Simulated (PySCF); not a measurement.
Two species compared at the same levels of theory.

First species: C4H7FO3S.
InChI=1S/C4H7FO3S/c1-2-4(5)3-7-9(6)8-4/h2-3H2,1H3/t4-,9-/m0/s1

Second species: 1-chloro-2,2-difluoroethylene, C2HClF2.
SMILES: `FC(F)=CCl`

Levels: PBE0/pcSseg-1 for dipole moment, HOMO energy, LUMO energy and HOMO–LUMO gap; GFN2-xTB for rotational constant A and rotational constant C. Geometries: GFN2-xTB. Each species is one conformer at its optimised geometry, gas phase, non-relativistic unless stated. Electronic properties by PySCF.

Dipoles, sizes and rotational constants follow the conformer. The torsions of the flexible species, by atom-mapped SMILES:
- `[CH3:1][CH2:2][C@@:3]1([F:4])[CH2:5][O:6][S@:7](=[O:8])[O:9]1`: C1–C2–C3–F4 -62°

| property | column X | column Y |
| --- | --- | --- |
| dipole moment | 1.04 D | 4.54 D |
| HOMO energy | -7.59 eV | -8.28 eV |
| LUMO energy | 0.06 eV | -0.74 eV |
| HOMO–LUMO gap | 7.65 eV | 7.54 eV |
| rotational constant A | 10.607 GHz | 3.339 GHz |
| rotational constant C | 1.868 GHz | 0.891 GHz |

Task: Which column belongs to which species?

Result: Column X is the second species and column Y the first. The first has 16 atoms and 80 electrons, the second 6 and 48.

Task: How does each property change from the first species to the second?

Result: dipole moment -3.50 D; HOMO energy +0.69 eV; LUMO energy +0.80 eV; HOMO–LUMO gap +0.11 eV; rotational constant A +7.268 GHz; rotational constant C +0.977 GHz.

On the first: The dipole matches unit charges of opposite sign 0.95 Å apart (1 e·Å = 4.8032 D). A dipole of 4.54 D is allowed in C1, and pure rotational transitions are dipole-allowed.

On the second: The dipole matches unit charges of opposite sign 0.22 Å apart (1 e·Å = 4.8032 D). A dipole of 1.04 D is allowed in Cs, and pure rotational transitions are dipole-allowed.
